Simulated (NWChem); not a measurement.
System: CH$_{3}$F$_{3}$Si; SMILES FC([SiH2]F)F

```xyz
8

F     -0.9140     1.6458     0.0000
Si     0.5587     0.9696     0.0000
C      0.3684    -0.9352     0.0000
F     -0.3171    -1.3371    -1.1010
F     -0.3171    -1.3371     1.1010
H      1.2785     1.3781     1.2347
H      1.2785     1.3781    -1.2347
H      1.3438    -1.4625     0.0000
```
Atoms are numbered in this order, from 1.

Results from NWChem. Structure relaxed at the PBE0/def2-SVP level.

Estimate the computed values for PBE0/def2-SVP. Quantities: highest occupied level (eV); orbital gap (eV); dipole (D).


```yaml
highest occupied level (eV): -8.70
orbital gap (eV): 8.77
dipole (D): 2.70
```
